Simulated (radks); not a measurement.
Task: The fluorine ion F4+, 5 electrons, occupied as [He] 2p3 (not the ground configuration). All-electron calculation, non-relativistic Kohn-Sham, SOGGA, spin-polarised, spherical densities, point nucleus; open shells are filled with parallel spins first. Program: a radial shooting solver on a logarithmic mesh with Libxc functionals. Some entries of the table are withheld. Estimate them.

orbital  occ.  eigenvalue (hartree)  <r> (bohr)  <r^2> (bohr^2)
1s up       1             -28.26916         (1)         0.04215
1s down     1             -28.12404         (2)         0.04159
2p up       3              -3.68499      0.7745             (3)

Result: 
(1) 1s up <r> (bohr): 0.1768
(2) 1s down <r> (bohr): 0.1757
(3) 2p up <r^2> (bohr^2): 0.7336
